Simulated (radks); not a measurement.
Q: Species: Hf V. Configuration: [Xe] 4f14. Calculated with a radial shooting solver on a logarithmic mesh with Libxc functionals: scalar-relativistic Kohn-Sham, PBE, spin-polarised, spherical densities, finite nucleus; Fermi nuclear charge, rms radius 5.347 fm. Some entries of the table are withheld. Estimate them.

orbital,occ.,eigenvalue (eV),<1/r> (bohr^-1)
1s,2,-65306.77,83.78
2s,2,(1),(2)
2p,6,-9844.647,17.85
3s,2,-2584.484,(3)
3p,6,-2178.304,6.712
3d,10,-1697.030,6.350
4s,2,(4),3.066
4p,6,-420.2273,2.792
4d,10,-247.8460,(5)
5s,2,-107.8403,(6)
5p,6,-75.7082,0.9998
4f,14,-57.9205,1.925

A: 
(1) 2s eigenvalue (eV): -11203.64
(2) 2s <1/r> (bohr^-1): 19.56
(3) 3s <1/r> (bohr^-1): 7.239
(4) 4s eigenvalue (eV): -553.4945
(5) 4d <1/r> (bohr^-1): 2.475
(6) 5s <1/r> (bohr^-1): 1.182
